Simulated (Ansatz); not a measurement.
Consider the formal exchange of groups at the Si–F bond: `F[SiH2]N[SiH2]Cl` + SiH₄ → `[SiH3][SiH2]N[SiH2]Cl` + H–F.

Computed with Ansatz on PBE0-D4/def2-TZVP structures; ΔE is electronic, products minus reactants. CCSD(T)/CBS adds triple-zeta CCSD(T) − MP2 to the extrapolated MP2 energy (def2 sets, frozen cores). This one scheme is used for every species. Functionals use def2-TZVPP. B3LYP here is the variant with VWN-RPA as its local correlation; programs differ in this. One conformer a species, not always the lowest.

`F[SiH2]N[SiH2]Cl`:

Z-matrix (Å, degrees):
```
Si
N 1 1.713
F 1 1.598 2 112.4
H 1 1.479 2 109.3 3 117.5
H 1 1.478 2 107.9 3 -118.1
Si 2 1.716 1 128.2 3 91.8
H 2 1.012 1 115.8 3 -78.8
Cl 6 2.058 2 112.8 1 -95.8
H 6 1.477 2 107.7 1 22.8
H 6 1.479 2 109.9 1 146.2
```

SiH₄:

Z-matrix (Å, degrees):
```
Si
H 1 1.485
H 1 1.485 2 109.5
H 1 1.485 2 109.5 3 -120.0
H 1 1.485 2 109.5 3 120.0
```

`[SiH3][SiH2]N[SiH2]Cl`:

Z-matrix (Å, degrees):
```
Si
Si 1 2.343
H 1 1.487 2 111.4
H 1 1.487 2 111.6 3 122.3
H 1 1.489 2 107.0 3 -118.8
N 2 1.740 1 110.9 3 -58.5
H 2 1.490 1 109.7 3 -179.6
H 2 1.491 1 108.7 3 64.1
Si 6 1.706 2 127.6 1 14.6
H 6 1.012 2 115.5 1 -179.4
Cl 9 2.064 6 113.5 2 81.0
H 9 1.479 6 108.5 2 -36.6
H 9 1.479 6 109.7 2 -160.3
```

H–F:

```xyz
2

F    -0.294    0.238    0.262
H     0.294   -0.238   -0.262
```

```tsv
level	ΔE (kJ/mol)	difference from CCSD(T)/CBS
LDA (SPW92)	135.6	-17.6
revPBE-D4	128.6	-24.6
BLYP-D4	151.9	-1.3
ωB97X-V	156.3	3.1
ωB97M-V	160.9	7.7
r2SCAN	156.8	3.6
B3LYP	169.5	16.3
r2SCAN0	157.1	3.9
MP2/def2-SVP	160.7	7.5
CCSD(T)/def2-TZVPP	155.6	2.4
CCSD(T)/CBS	153.2	0
```

Largest T1 diagnostic among the species: 0.011.

Leaving LDA and LC-ωPBE aside and taking each functional with its dispersion term where it has one, the values, not all of them listed here, spread over 39.5 kJ/mol, from revPBE-D4 to B2PLYP. LDA lies −4.9 kJ/mol from PBE without D4. From PBE to PBE0 (25 % exact exchange), in def2-TZVPP and without D4, ΔE moves by +4.1 kJ/mol.
